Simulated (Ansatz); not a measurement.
Consider the ligand exchange at a Li–I bond: `[Li][I]` + trimethylsilanol → `[Li][O][Si](C)(C)C` + HI.

Computed with Ansatz on PBE0-D4/def2-TZVP structures; ΔE is electronic, products minus reactants. CCSD(T)/CBS is the MP2 limit (def2-TZVPP, def2-QZVPP) plus CCSD(T) − MP2 in def2-TZVPP, frozen cores. DFT in def2-TZVPP. Elements past krypton have def2 core potentials. For I, Li outer-core shells are correlated without core-valence functions, which leaves a few kJ/mol of doubt a bond. One conformer a species, not always the lowest.

Q: Is it downhill or uphill in electronic energy at CCSD(T)/CBS, and by how much? (Best estimate.)

A: Ansatz gave: Uphill: ΔE = +20.8 kcal/mol.

Q: What do these levels give: r2SCAN-D4, PBE, BHLYP, HF/def2-TZVPP, MP2/CBS(def2), CCSD/CBS(def2)? (Best estimate.)

A: Ansatz gave: r2SCAN-D4 21.6, PBE 19.8, BHLYP 22.9, HF/def2-TZVPP 28.4, MP2/CBS(def2) 21.8, CCSD/CBS(def2) 21.8 kcal/mol.

Largest T1 diagnostic among the species: 0.011.

From r2SCAN to r2SCAN0 (25 % exact exchange), in def2-TZVPP and without D4, ΔE moves by +2.1 kcal/mol. Leaving LDA and LC-ωPBE aside and taking each functional with its dispersion term where it has one, the values, not all of them listed here, spread over 7.6 kcal/mol, from BLYP-D4 to r2SCAN0-D4.
